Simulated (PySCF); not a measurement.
## Identify the compound

An unknown has the formula C3H8ClFSi2. Its calculated NMR data are:

$^{1}$H NMR (400 MHz, computed): δ 6.24 (m, 1H), 5.29 (m, 1H), 4.30 (d, 3H), 0.64 (d, 3H).

$^{13}$C{$^{1}$H} NMR (computed): δ 185.9 (C), 116.5 (CH), 3.3 (CH3).

All values are calculated (PySCF): shieldings: GIAO PBE0/pcSseg-1, geometry: GFN2-xTB. Rapidly exchanging positions averaged, no solvent model, non-relativistic Hamiltonian, one conformer.

Scale: $^{1}$H (σ = 31.72 ppm), $^{13}$C (σ = 186.93 ppm) against TMS (reference shieldings calculated alike).

Task: Propose a structure and justify it.

Result: 
- The formula gives 1 degree of unsaturation (no ring in the answer).
- 3 carbon signals for 3 carbons: no two carbons are equivalent.
- Carbon types of the structure: 1 × C, 1 × CH, 1 × CH3, leaving 4 H on heteroatoms.
- δC 185.9: fully substituted alkene carbon.
- δC 116.5: alkene CH; as expected for a trigonal carbon in a double bond.
- δC 3.3: methyl carbon bonded to Si; an electropositive neighbour leaves it electron-rich and shielded.
- δH 6.24: hydrogen on an alkene CH; a vinylic proton, deshielded by the sp2 carbon and the C=C anisotropy.
- δH 5.29: hydrogen on a silicon bonded to 2 C, Cl.
- δH 4.30: hydrogen on a silicon bonded to C.
- δH 0.64: hydrogen on a methyl carbon bonded to Si; an electropositive neighbour shields it, as in TMS itself.

The compound is `C[Si@H](Cl)/C(F)=C\[SiH3]`.

This is the structure that produced the data.

Splittings by $^{19}$F in the carbon and heteronuclear signals aren't shown, as no couplings were computed. Shifts are as computed. Against solution values, carbons near 30 ppm lie about +3 ppm off and those near 130 ppm about +5 ppm. Of 1211 compounds with measured shifts, 218 miss one by over three times the rms of a fit or turn the order of signals round; such compounds aren't used in these exercises. Multiplicities follow the n + 1 count of equivalent neighbours, as no J values were calculated; m marks all less simple cases, F and P coupling included.
